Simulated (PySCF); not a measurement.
Stretching ZnBr

Set-up: PySCF, no relativity, basis sets Zn def2-TZVPP, Br def2-TZVPP. Energies in eV from Zn + Br in their ground configurations at the same level. State: ²Σ⁺ (doublet), unpaired electrons σ ↑.

```tsv
R (Å)	UHF-MP2	ωB97X-V	BLYP
1.992	-1.323	-1.187	-0.614
2.084	-1.737	-1.628	-1.101
2.177	-1.946	-1.859	-1.381
2.247	-2.006	-1.934	-1.494
2.316	-2.005	-1.947	-1.547
2.385	-1.960	-1.913	-1.556
2.478	-1.848	-1.817	-1.518
2.594	-1.655	-1.644	-1.422
2.733	-1.385	-1.399	-1.270
2.918	-1.010	-1.064	-1.057
```

Problem. Put a parabola through the three lowest points of the UHF-MP2 curve and estimate Re, k and ωe (reduced mass 35.32 u; 1 eV/Å² = 0.16022 mdyn/Å; ωe = 1302.8·√(k/μ) cm⁻¹).

Solution. Through R = 2.177, 2.247, 2.316 Å the second-order coefficient is 6.27 eV/Å², so Re ≈ 2.280 Å, k ≈ 2.01 mdyn/Å and ωe ≈ 311 cm⁻¹. A polynomial fit of higher order to the unrounded UHF-MP2 energies gives Re = 2.280 Å, k = 1.74 mdyn/Å, ωe = 289 cm⁻¹; anharmonicity and rounding make the difference.

The higher-order fit for each curve: UHF-MP2: Re = 2.280 Å, ωe = 289 cm⁻¹, De = 2.01 eV; ωB97X-V: Re = 2.297 Å, ωe = 282 cm⁻¹, De = 1.95 eV; BLYP: Re = 2.366 Å, ωe = 238 cm⁻¹, De = 1.56 eV.

Correlated steps freeze 14 core orbitals. Spin–orbit coupling is left out. The state was picked by a PBE0 search and need not be the measured ground state.
